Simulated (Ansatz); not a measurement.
**A geometry optimisation of C4H7FGeS with B3LYP/def2-SVP**

The starting geometry of this gas-phase singlet was optimised with GFN2-xTB; its bonds are those of `C=C(F)C(=S)[CH2][GeH3]`.

```xyz
14

C    -3.5105    0.4955   -1.7253
C    -2.5107    1.2662   -1.3108
C    -1.6451    1.0570   -0.1653
C    -0.6911    2.1234    0.1573
F    -2.2162    2.4005   -2.0038
Ge    0.8021    2.0934   -1.1733
S    -1.7009   -0.3513    0.6710
H    -4.0887    0.7537   -2.5936
H    -3.7527   -0.4036   -1.1898
H    -0.2681    1.9751    1.1506
H    -1.1558    3.1091    0.0967
H     1.7530    3.1860   -0.7977
H     1.5035    0.7776   -1.0747
H     0.3349    2.3015   -2.5720
```

**Question.** Predict what becomes of its bonds when it is optimised with B3LYP/def2-SVP.

**Answer.** It keeps its bonds, and is `C=C(F)C(=S)[CH2][GeH3]`.

The energy falls by 0.16 eV over 14 steps:

```
step  E − E(last) (eV)
   1             0.164
   2             0.021
   4             0.005
   5             0.003
   7             0.002
   8             0.001
  10             0.000
  11             0.000
  13             0.000
  14             0.000
```

Final geometry (Å):

```xyz
14

C    -3.5991    0.5191   -1.7398
C    -2.6159    1.3075   -1.2886
C    -1.6407    1.0131   -0.2114
C    -0.6763    2.1052    0.1038
F    -2.4578    2.5323   -1.8420
Ge    0.9100    2.0714   -1.1228
S    -1.6082   -0.4437    0.5576
H    -4.2571    0.8660   -2.5381
H    -3.7345   -0.4690   -1.3020
H    -0.2741    1.9773    1.1171
H    -1.1250    3.1027   -0.0099
H     1.7215    3.3604   -0.8796
H     1.7604    0.8333   -0.7840
H     0.4503    2.0085   -2.5907
```

No frequencies were run, so the end isn't proven a minimum. Run with Ansatz 0.2.0, 45 s on 4 threads of Arm Neoverse V1 (shared host).
